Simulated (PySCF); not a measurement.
**Simulated characterisation data**

[PySCF: σ from GIAO-PBE0/pcSseg-1; geometry from GFN2-xTB; a single conformation; averaged over atoms made equivalent by symmetry, fast rotation or ring inversion; in vacuum; relativity neglected]

References, each an isolated molecule treated in the same way: 1H and 13C vs TMS. Splittings of carbon signals by F and P are missing where no couplings were computed. Where no couplings were computed, multiplicities follow the n + 1 count of equivalent neighbours, and m marks all less simple cases (inequivalent or close neighbours, rings, F or P nearby). Shifts are as computed. Against solution values, carbons near 30 ppm lie about +3 ppm off and those near 130 ppm about +5 ppm. Of 1211 compounds with measured shifts, 218 miss one by over three times the rms of a fit or turn the order of signals round; such compounds aren't used in these exercises.

Compound 1 (C8H15P). 1H NMR (500 MHz, computed): δ 1.72 (m, 4H), 1.69 (m, 4H), 1.42 (m, 2H), 0.65 (m, 2H), 0.30 (m, 1H), 0.30 (m, 2H). 13C{1H} NMR (computed): δ 33.3 (CH2), 32.6 (CH2), 28.7 (CH2), 15.9 (CH), 4.8 (CH2). Structure: `P1(C2CC2)CCCCC1`.

Compound 2 (C8H15P). 1H NMR (500 MHz, computed): δ 6.73 (m, 1H), 6.11 (m, 1H), 5.77 (m, 1H), 1.98 (m, 2H), 1.90 (m, 2H), 1.54 (m, 2H), 1.17 (m, 2H), 1.10 (m, 1H), 0.94 (m, 3H). 13C{1H} NMR (computed): δ 153.7, 134.0, 38.3, 36.7, 34.1, 25.6. Structure: `InChI=1S/C8H15P/c1-3-9-6-4-8(2)5-7-9/h3,8H,1,4-7H2,2H3`.
